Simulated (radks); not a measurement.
Values are calculated unless marked as measured or tabulated.
V4+, configuration [Ar] 4d1 (not the ground configuration). Code: a radial shooting solver on a logarithmic mesh with Libxc functionals. Model: non-relativistic Kohn-Sham, PBE, spin-polarised, spherical densities, point nucleus; open shells are filled with parallel spins first.

Unscreened Slater integrals over Kohn-Sham orbitals (hartree). They are taken over the spin-up orbitals. Empty in this configuration: 3d.

| integral | value |
|---|---|
| F0(4d,4d) | 0.30654 |
| F2(4d,4d) | 0.16075 |
| F4(4d,4d) | 0.10951 |
| F0(4d,3p) | 0.40337 |
| F2(4d,3p) | 0.088022 |
| G1(4d,3p) | 0.031274 |
| G3(4d,3p) | 0.026934 |
| F0(4d,3s) | 0.40527 |
| G2(4d,3s) | 0.029408 |
| F0(4d,2p) | 0.44806 |
| F2(4d,2p) | 0.041144 |
| G1(4d,2p) | 0.032579 |
| G3(4d,2p) | 0.018684 |
| F0(4d,3d) | 0.40089 |
| F2(4d,3d) | 0.095170 |
| F4(4d,3d) | 0.044926 |
| G0(4d,3d) | 0.035075 |
| G2(4d,3d) | 0.039470 |
| G4(4d,3d) | 0.029736 |
| F0(3p,3p) | 0.95034 |
| F2(3p,3p) | 0.48167 |
| F0(3p,3s) | 0.96635 |
| G1(3p,3s) | 0.64479 |
| F0(3p,2p) | 1.2819 |
| F2(3p,2p) | 0.26172 |
| G0(3p,2p) | 0.10367 |
| G2(3p,2p) | 0.10826 |
| F0(3p,3d) | 0.91922 |
| F2(3p,3d) | 0.45041 |
| G1(3p,3d) | 0.55158 |
| G3(3p,3d) | 0.34219 |
| F0(3s,3s) | 0.98390 |
| F0(3s,2p) | 1.3028 |
| G1(3s,2p) | 0.11049 |
| F0(3s,3d) | 0.93513 |
| G2(3s,3d) | 0.42624 |
| F0(2p,2p) | 3.3229 |
| F2(2p,2p) | 1.5622 |
| F0(2p,3d) | 1.2046 |
| F2(2p,3d) | 0.24528 |
| G1(2p,3d) | 0.18355 |
| G3(2p,3d) | 0.10420 |
| F0(3d,3d) | 0.89653 |
| F2(3d,3d) | 0.43675 |
| F4(3d,3d) | 0.27650 |

Derived for the open shells (J is the average intra-shell exchange parameter used in DFT+U). 4d: Racah B = F2/49 - 5 F4/441 = 0.002039 hartree, C = 35 F4/441 = 0.008692 hartree, C/B = 4.26, F4/F2 = 0.681, J = (F2 + F4)/14 = 0.01930 hartree.
